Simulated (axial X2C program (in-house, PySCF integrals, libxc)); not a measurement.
**InF: from the spin-free to the two-component result**

Calculated with an axial X2C code built on PySCF integrals. Spin-free means the one-electron spin-free X2C Hamiltonian; two-component (2c) means X2C with spin–orbit coupling and atomic mean-field two-electron Coulomb and Gaunt terms, so the difference of the two also holds small scalar two-electron terms. Basis: In dyall-cv3z [11s12p9d4f1g], F dyall-av3z [7s6p3d2f] (cores contracted in-house); Gaussian nuclei, density fitting, unrestricted open shells. Masses: In 114.904 u, F 18.998 u.

Spin-free state: M_S = 0, Λ = 0 (closed shell); fragments In + F.

```
  level  Re (Å)  ωe (cm⁻¹)  De (eV)  μ (D)
   PBE0   1.995      524.5    5.445  -3.25
     HF   1.978      549.3    3.671  -3.14
    MP2   2.011      522.0    5.933    n/a
   CCSD   2.002      529.9    5.423    n/a
CCSD(T)   2.008      524.1    5.570    n/a
   PW91   2.019      499.3    5.861  -3.30
```

Correlated methods: 10 electrons correlated (number of frozen shells: In 4 s, 3 p, 2 d; F 1 s), 258 virtual spin orbitals or spinors in MP2, 90 natural virtuals in coupled cluster.

Dipoles are positive if F is the positive end.

Two-component determinant lowest at the distance of the search:

Ω = 0 (closed shell); fragments In + F.

```csv
level,Re (Å),ωe (cm⁻¹),De (eV),μ (D)
PBE0,1.995,524.4,n/a,-3.25
HF,1.978,549.2,n/a,-3.14
MP2,2.011,521.9,5.767,n/a
CCSD,2.003,529.5,5.258,n/a
CCSD(T),2.008,523.8,5.400,n/a
PW91,2.019,499.1,n/a,-3.30
```

Problem. From the two tables, how do the constants change at the CCSD(T) level (2c against spin-free)?

Solution. At the CCSD(T) level Re is unchanged within 0.001 Å and ωe drops by 0.3 cm⁻¹; De changes by -0.170 eV.

Occupations by symmetry block were frozen at the best pattern of an incomplete PBE0 search. Closed shells are restricted here (equal orbitals for both partners); the stretched side of such a curve lies too high. Dissociation energies refer to the lowest single-determinant-based atoms at the same level and basis. De is not given where an atomic determinant may have missed its ground term or J level, or where the truncated virtual space spoils (T). CCSD and (T) use frozen natural virtuals with an MP2 correction for the truncation; (T) itself is uncorrected, so its De runs slightly low. The functionals have no current-density term, which raises determinants with orbital currents, atoms included. With the outer-core shells frozen, correlated bond lengths of heavy atoms tend to come out a few hundredths of an ångström too long.
